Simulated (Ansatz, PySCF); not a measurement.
Stretching the Mg1–H2 bond in H2Mg (SMILES [MgH2]) (multiplicity 1 held, fragments rigid). Energies count from the point at 1.700 Å.
Geometry at that point (charge 0, multiplicity 1):
```xyz
3

Mg     0.00000     0.00000     0.00000
H      0.00000     0.00000    -1.69978
H      0.00000     0.00000     1.69978
```

Unrestricted levels (U-) break spin symmetry where that is lower. Active spaces are followed from a long bond inwards. Full CI gives the lowest state of the spin. Curves can end on different states.

Correlated levels freeze the cores. Rows in 3-21G, 6-31G* carry no dispersion term and start afresh at each structure (6-31G* with six Cartesian d functions). MP2/6-31G* freezes PySCF's default core, which is smaller on s-block atoms.

Run with Ansatz (Gaussian basis) for Hartree–Fock, density functionals and correlated methods; PySCF for 3-21G rows, 6-31G* rows. Values without a source in brackets are computed.

Other levels give for the energy at R = 5.439 Å: U-PBE/def2-TZVPP 68.22; U-B3LYP/def2-TZVPP 72.21; U-wB97X-V/def2-TZVPP 74.24; FIC-MRCISD+Q on CASSCF(2,2)/def2-TZVPP 71.89; FCI/def2-TZVPP 71.97 kcal/mol.

Common cheap choices:

| level | energy at R = 5.439 Å (kcal/mol) | less 71.97 (FCI/def2-TZVPP) |
|---|---|---|
| R-HF/3-21G | 141.79 | 69.82 |
| R-HF/6-31G* | 137.51 | 65.54 |
| U-HF/6-31G* | 51.21 | -20.77 |
| R-MP2/6-31G* | 95.04 | 23.07 |

Doubts at one or more of the structures used: a restricted determinant that unrestricted orbitals would lower (R-HF/3-21G, R-HF/6-31G*, R-MP2/6-31G*); a spin-contaminated determinant (U-HF/6-31G*, U-PBE/def2-TZVPP, U-B3LYP/def2-TZVPP, U-wB97X-V/def2-TZVPP).

Ansatz is a quantum-chemistry and plane-wave program.
